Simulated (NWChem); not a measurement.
Molecule: C₂H₇NSn; SMILES [SnH2]([NH2])[CH]=C

```xyz
11

Sn    -0.3010     0.3358    -0.0024
N      1.1701     1.7586     0.1287
C      0.3966    -1.6294    -0.5109
C      0.3240    -2.6571     0.3404
H     -1.3819     0.9344    -1.1920
H     -1.0185     0.2337     1.5526
H      1.9356     1.4814     0.7414
H      1.5812     1.9834    -0.7761
H      0.8341    -1.7993    -1.5034
H     -0.1020    -2.5559     1.3461
H      0.6851    -3.6592     0.0762
```
Atoms are numbered in this order, from 1.

Results from NWChem. The geometry was optimised at PBE0/def2-SVP. Not confirmed as a minimum by frequencies. def2 effective core potentials on Sn; no spin-orbit coupling.

For level TPSS/STO-3G (all-electron, non-relativistic):

```yaml
highest occupied level (eV): -1.96
dipole (D): 0.99
```

### Question
Estimate the same quantities for level TPSS/def2-SVP (core potentials).

### Answer
The highest occupied level (eV) comes out as -5.49 and the dipole (D) is 1.65.
